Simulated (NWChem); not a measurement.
Species: CH2NO cation; SMILES N=C=[OH+]

```xyz
5

N     -0.0302     1.1896     0.0000
C     -0.0170     0.0422     0.0000
O     -0.1198    -1.1882     0.0000
H     -0.0388     2.2064     0.0000
H      0.7020    -1.7252     0.0000
```
Atoms are numbered in this order, from 1.

Program: NWChem. Pople sets run with spherical d functions. Structure relaxed at the PBE0/def2-SVP level. B3LYP is NWChem's, with the RPA form of VWN correlation. Atomic charges in e: unrestrained fits to the electrostatic potential beside Mulliken populations; buried atoms are poorly determined by the fit.

For level Hartree-Fock/6-31G*:

| Item | Result |
|---|---|
| ESP N1 | -0.55 |
| Mulliken N1 | -0.52 |
| ESP C2 | 0.87 |
| Mulliken C2 | 0.99 |
| ESP O3 | -0.39 |
| Mulliken O3 | -0.59 |

Problem. How do the values read with level B3LYP/def2-SVP instead?

Solution. The ESP N1 is -0.40 and the Mulliken N1 comes out as 0.18. The ESP C2 comes out as 0.71. The Mulliken C2 comes out as 0.25 and the ESP O3 is -0.29. The Mulliken O3 comes out as 0.00.
